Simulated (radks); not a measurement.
Results of a calculation; reference values are marked as such.
Spherical quantum dot in the effective-mass picture: electrons in a well V = -V0 / (1 + exp((r - R)/a)) with V0 = 6, R = 7.16, a = 0.25, all in effective atomic units (hartree* = m*/eps^2 hartree, bohr* = eps/m* bohr), one dielectric constant everywhere. Level of theory: non-relativistic Kohn-Sham, PBE, spin-polarised, spherical densities (a radial shooting solver with Libxc functionals). Levels are named by radial order and angular momentum (1s, 1p, 1d, 2s, ...), and open shells are averaged over m. Each electron was tried in the lowest free levels, single moves between levels near the top were tried too, and the lowest total energy was kept; such a search can miss a lower state. The series stops at N = 13: beyond it a trial failed or the search could not be trusted, so later rows were left out. At N = 1 the Hartree and exchange-correlation terms need not cancel, so that row can carry a self-interaction error.

N	open shells	2S	E (hartree*)	mu = E(N) - E(N-1) (hartree*)	addition energy mu(N+1) - mu(N) (hartree*)	e(HOMO) (hartree*)	rms radius (bohr*)
1	1s(up 1, down 0)	1	-5.90275	-5.9028	0.2136	-5.8158	3.785
2	none	0	-11.5919	-5.6892	0.2492	-5.6052	4.083
3	1p(up 1, down 0)	1	-17.0320	-5.4400	0.1690	-5.3566	4.367
4	1p(up 2, down 0)	2	-22.3030	-5.2711	0.1721	-5.1852	4.532
5	1p(up 3, down 0)	3	-27.4020	-5.0989	0.2136	-5.0127	4.651
6	1p(up 3, down 1)	2	-32.2874	-4.8854	0.1628	-4.8050	4.750
7	1p(up 3, down 2)	1	-37.0099	-4.7226	0.1662	-4.6397	4.828
8	none	0	-41.5663	-4.5564	0.2599	-4.4729	4.893
9	1d(up 1, down 0)	1	-45.8627	-4.2964	0.1631	-4.2150	4.965
10	1d(up 2, down 0)	2	-49.9961	-4.1333	0.1636	-4.0516	5.025
11	1d(up 3, down 0)	3	-53.9658	-3.9697	0.1638	-3.8878	5.077
12	1d(up 4, down 0)	4	-57.7717	-3.8059	0.1637	-3.7240	5.123
13	1d(up 5, down 0)	5	-61.4139	-3.6422	-	-3.5603	5.164

All shells are closed at N = 2, 8 (there: 1s2 1p6); the second difference of the energy has clear peaks (12 % above both neighbours; the first and last values, which can be the largest, are not judged, and half-filled shells can peak too) at N = 2, 5, 8.
